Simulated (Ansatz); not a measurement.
Consider the ligand exchange at the Al–C bond: `CC1=[C]([AlH2])N1` + `C[SiH2]BN` → `C[SiH2]B[NH][AlH2]` + `CC1=CN1`.

Calculated with Ansatz (gas phase, PBE0-D4/def2-TZVP geometries, no zero-point term in ΔE). CCSD(T)/CBS is the MP2 limit (def2-TZVPP, def2-QZVPP) plus CCSD(T) − MP2 in def2-TZVPP, frozen cores. Functionals use def2-TZVPP. B3LYP here is the variant with VWN-RPA as its local correlation; programs differ in this. Each species was taken in one conformer, which may not be the lowest.

`CC1=[C]([AlH2])N1`:

```xyz
11

C     0.433    1.753    0.716
C     0.215    0.325    0.506
C    -0.201   -0.698   -0.172
Al   -1.047   -1.665   -1.568
N     0.437   -0.861    1.265
H     1.504    1.959    0.812
H    -0.035    2.054    1.658
H     0.024    2.345   -0.103
H    -1.784   -0.826   -2.693
H    -0.965   -3.244   -1.595
H     1.418   -1.142    1.174
```

`C[SiH2]BN`:

Z-matrix (Å, degrees):
```
C
Si 1 1.882
H 1 1.093 2 110.9
H 1 1.092 2 111.2 3 120.3
H 1 1.093 2 110.5 3 -119.6
B 2 2.017 1 112.5 3 61.1
H 2 1.498 1 109.0 3 -61.8
H 2 1.495 1 108.6 3 -177.2
N 6 1.387 2 121.0 1 -124.9
H 6 1.201 2 121.9 1 54.9
H 9 1.007 6 123.3 2 -0.2
H 9 1.007 6 123.4 2 -179.6
```

`C[SiH2]B[NH][AlH2]`:

Z-matrix (Å, degrees):
```
C
Si 1 1.881
H 1 1.093 2 109.6
H 1 1.092 2 111.6 3 119.8
H 1 1.092 2 111.6 3 -119.7
B 2 2.024 1 122.8 3 179.2
H 2 1.497 1 108.2 3 56.2
H 2 1.497 1 108.3 3 -57.5
N 6 1.408 2 130.8 1 1.5
H 6 1.208 2 112.0 1 -178.6
Al 9 1.804 6 132.3 2 0.5
H 9 1.014 6 113.2 2 -179.9
H 11 1.574 9 120.2 6 -0.1
H 11 1.582 9 115.5 6 179.8
```

`CC1=CN1`:

```xyz
9

C     0.600   -1.140    0.114
C    -0.082    0.124   -0.129
C    -0.792    0.988   -0.735
N    -0.030    1.501    0.461
H     1.680   -0.969    0.159
H     0.300   -1.562    1.079
H     0.382   -1.864   -0.671
H    -1.383    1.395   -1.533
H    -0.676    1.527    1.256
```

```tsv
level	ΔE (kcal/mol)	difference from CCSD(T)/CBS
r2SCAN-D4	0.2	2.9
PBE0-D4	-0.8	1.9
ωB97X-V	-2.5	0.2
r2SCAN	0.4	3.1
B3LYP	-0.1	2.6
MP2/def2-TZVPP	-2.3	0.4
CCSD/def2-TZVPP	-3.0	-0.3
CCSD(T)/def2-TZVPP	-2.5	0.2
HF/def2-QZVPP	-2.2	0.5
CCSD/CBS(def2)	-3.1	-0.4
CCSD(T)/CBS	-2.7	0
```

Largest T1 diagnostic among the species: 0.013.

From PBE to PBE0 (25 % exact exchange), in def2-TZVPP and without D4, ΔE moves by −1.4 kcal/mol. The D4 term adds −1.1 kcal/mol with B3LYP and −0.6 kcal/mol with PBE0; it sums over pairs of atoms, weighted by their polarisabilities, and B3LYP, whose exchange is more repulsive, gets the larger term.
